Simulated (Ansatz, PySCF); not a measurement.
The pair A = HCl (SMILES Cl) (first 2 atoms), B = C2H6O (SMILES CCO); geometry from B3LYP-D3(BJ)/def2-TZVP.
(charge 0, multiplicity 1):
```xyz
11

Cl     0.7975     0.1376    -0.3427
H      0.1375    -0.2383     0.7303
C      0.7368     0.9919     3.5432
C      0.4192    -0.4720     3.3095
O     -0.5670    -0.6658     2.2808
H      1.5105     1.0931     4.3070
H     -0.1459     1.5348     3.8922
H      1.0927     1.4615     2.6258
H      1.2989    -1.0097     2.9568
H      0.0778    -0.9548     4.2301
H     -1.3570    -0.1584     2.5012
```

Rows in 6-31G* carry no dispersion term and start afresh at each structure (6-31G* with six Cartesian d functions). MP2/6-31G* freezes PySCF's default core.

Codes used: Ansatz (a first-principles code) with Gaussian orbitals; PySCF for 6-31G* rows. Values without a source in brackets are computed.

Total energies (hartree), monomers frozen at their geometry in the pair:

| structure | HF/6-31G* | HF/aug-cc-pV(D+d)Z | MP2/6-31G* |
|---|---|---|---|
| AB | -614.1424167 | -614.2052737 | -614.7231100 |
| A in the pair's basis | -460.0594776 | -460.0939065 | -460.1931353 |
| B in the pair's basis | -154.0755859 | -154.1053499 | -154.5196045 |
| A | -460.0585385 | -460.0936786 | -460.1916689 |
| B | -154.0741951 | -154.1050197 | -154.5166235 |

Question: Work out the interaction energy without and with the counterpoise correction, and the superposition error, for each level.

Answer: 
E(AB) − E(A) − E(B), times 627.509 kcal/mol, with the monomers in their own basis and then in the pair's basis:
- HF/6-31G*: -6.08 uncorrected, -4.61 corrected; the monomers gain 1.46 kcal/mol from borrowed functions
- HF/aug-cc-pV(D+d)Z: -4.13 uncorrected, -3.78 corrected; the monomers gain 0.35 kcal/mol from borrowed functions
- MP2/6-31G*: -9.30 uncorrected, -6.51 corrected; the monomers gain 2.79 kcal/mol from borrowed functions
